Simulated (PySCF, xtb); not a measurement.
Noncovalent pair: CH3F (SMILES CF) (first 5 atoms) with H2 (SMILES [H][H]); geometry from B3LYP-D3(BJ)/def2-TZVP, rigid monomers moved along the line of their centres of mass till F2···H6 is 2.29 Å.
(charge 0, multiplicity 1):
| atom | x (Å) | y (Å) | z (Å) |
|---|---|---|---|
| C | -0.4448 | -0.6709 | -0.3515 |
| F | -0.2025 | 0.6227 | 0.0983 |
| H | 0.1037 | -0.8265 | -1.2811 |
| H | -0.1054 | -1.3753 | 0.4088 |
| H | -1.5157 | -0.7880 | -0.5214 |
| H | 0.1709 | 0.2706 | 2.3345 |
| H | 0.2612 | -0.0556 | 2.9980 |

Counterpoise-corrected where a basis set is named; no monomer relaxation. Rows marked so take none.

Rows in 6-31G* carry no dispersion term and start afresh at each structure (6-31G* with six Cartesian d functions).

The values were computed with PySCF for 6-31G* rows; xtb for the GFN methods. Each number belongs to the level named beside it.

Question: One of these levels gives 13.6 meV for the interaction energy. Which one is it?
A. GFN1-xTB
B. HF/6-31G* (no counterpoise)
C. BP86/6-31G* (no counterpoise)

Answer: A, GFN1-xTB. The others give -7.1 (HF/6-31G* (no counterpoise)), -38.2 (BP86/6-31G* (no counterpoise))
